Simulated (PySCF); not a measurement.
One molecule, a ladder of functionals, a line

Molecule: `InChI=1S/CH5B2Cl/c2-1-3-4/h3H,1-2H2`.

Molfile (atoms numbered from 1):
```
CH5B2Cl
     RDKit          3D

  9  8  0  0  0  0  0  0  0  0999 V2000
   -1.2011    0.4959   -0.0734 B   0  0  0  0  0  0  0  0  0  0  0  0
   -0.1063   -0.5907   -0.2899 C   0  0  0  0  0  0  0  0  0  0  0  0
    1.2062   -0.0386    0.3339 B   0  0  0  0  0  0  0  0  0  0  0  0
    2.5550    0.4502   -0.6763 Cl  0  0  0  0  0  0  0  0  0  0  0  0
   -1.7352    1.0446   -1.0092 H   0  0  0  0  0  0  0  0  0  0  0  0
   -1.5192    0.8234    1.0472 H   0  0  0  0  0  0  0  0  0  0  0  0
    0.0022   -0.9322   -1.3268 H   0  0  0  0  0  0  0  0  0  0  0  0
   -0.3907   -1.4151    0.3962 H   0  0  0  0  0  0  0  0  0  0  0  0
    1.3490    0.1049    1.5222 H   0  0  0  0  0  0  0  0  0  0  0  0
  1  2  1  0
  2  3  1  0
  3  4  1  0
  1  5  1  0
  1  6  1  0
  2  7  1  0
  2  8  1  0
  3  9  1  0
M  END
```

GIAO shieldings (ppm, equivalent atoms averaged) in PySCF 2.14.0 with density-fitted response routines on the PBE0-D3(BJ)/def2-SVP geometry, basis pcSseg-2, gas phase, non-relativistic:

```tsv
functional	exact exchange (%)	σ(B1)	σ(B3)	σ(C2)	σ(Cl4)
BLYP	0	4.2	18.5	111.9	572.3
BP86	0	7.4	22.5	115.1	579.5
PBE	0	5.2	21.2	114.2	575.5
B3LYP	20	9.2	22.6	119.9	612.5
PBE0	25	12.0	26.5	124.7	629.6
BHandHLYP	50	17.4	29.8	130.9	668.3
HF	100	34.3	44.6	146.9	745.1
```

(1) Fit each shielding as a line in the percentage of exact exchange.

(2) What does the line predict for mPW1PW91 (25 %), and what does the run give?

Answers

(1) σ(B1) = 4.9 + 0.28 x (rms 1.3 ppm); σ(B3) = 20.0 + 0.23 x (rms 1.7 ppm); σ(C2) = 114.1 + 0.33 x (rms 1.3 ppm); σ(Cl4) = 578.5 + 1.71 x (rms 4.7 ppm). The functionals also differ in their semilocal parts, which the line can't hold; Hartree–Fock has no correlation at all.

(2) σ(B1): 11.9 predicted, 12.9 computed; σ(B3): 25.8 predicted, 26.7 computed; σ(C2): 122.3 predicted, 125.1 computed; σ(Cl4): 621.2 predicted, 632.0 computed ppm.
